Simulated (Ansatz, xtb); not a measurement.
**Two isomers of HNSSe**

We compare X, `N=S=[Se]`, a singlet, with Y, `N=[Se]=S`, a singlet. Both are isolated molecules in the gas phase, relaxed with B3LYP-D3(BJ)/6-311G**.

X (Å):

```xyz
4

N     1.4375   -0.4698   -0.5509
S     0.0893   -0.6605   -1.3094
Se   -1.6775   -0.9094   -0.1935
H     1.3414   -0.4827    0.4701
```

Y (Å):

```yaml
atoms:
  - { symbol: N, position_ang: [0.9316, 0.3676, -1.3812] }
  - { symbol: S, position_ang: [-0.8809, 1.0970, 1.1845] }
  - { symbol: Se, position_ang: [0.1489, 1.6339, -0.5442] }
  - { symbol: H, position_ang: [0.7866, -0.5298, -0.9039] }
```

Energies in hartree; the thermal terms are from B3LYP-D3(BJ)/6-311G** harmonic frequencies (ideal gas, rigid rotor, one conformer each, 298.15 K, 1 atm) and include the zero-point energy:

```
                                 X            Y
E, CCSD(T)/def2-TZVPP  −2853.090598  −2853.078916
    zero-point energy      0.015947      0.015387
         H(298 K) − E      0.020575      0.020080
         G(298 K) − E     −0.011644     −0.012234
```

Task: Work out ΔE, ΔE₀, ΔH and ΔG for X → Y in kcal/mol (1 Eh = 627.51 kcal/mol) and the equilibrium ratio [Y]/[X].

Result: 1. ΔE = −2853.078916 − (−2853.090598) = +0.011682 Eh = +7.33 kcal/mol.
2. ΔE₀ = ΔE + ΔZPE = +0.011682 + (−0.000560) Eh = +6.98 kcal/mol.
3. ΔH = ΔE + (−0.000495) Eh = +7.02 kcal/mol.
4. ΔG = ΔE + (−0.000590) Eh = +6.96 kcal/mol, so ΔS = (ΔH − ΔG)/T = +0.8 J/(mol K).
5. kT = 0.9442 mEh, so K = [Y]/[X] = exp(−ΔG/kT) = exp(−11.75) ≈ 7.9 × 10^−6.

Structure X is favoured at this temperature. An error of 1 kcal/mol in ΔG would change K by a factor of 5.4. Large T1 diagnostics make the coupled-cluster value less sure. Mirror images and further conformers aren't counted.

As drawn, Y has 1 N=Se in place of 1 N=S.

Other levels gave ΔE = +4.0 (GFN2-xTB); +23.2 (HF/STO-3G, GFN2-xTB geometries); +5.8 (r2SCAN-D4/def2-SVP, GFN2-xTB geometries); +5.3 (B3LYP-D3(BJ)/6-311G**); +12.3 (HF/def2-TZVPP); +6.7 (MP2/def2-TZVPP) kcal/mol. The correlated steps freeze 15 core orbitals; the filled d shell of Se is correlated, in a basis made for valence electrons. Programs: Ansatz 0.2.0, xtb 6.7.1.
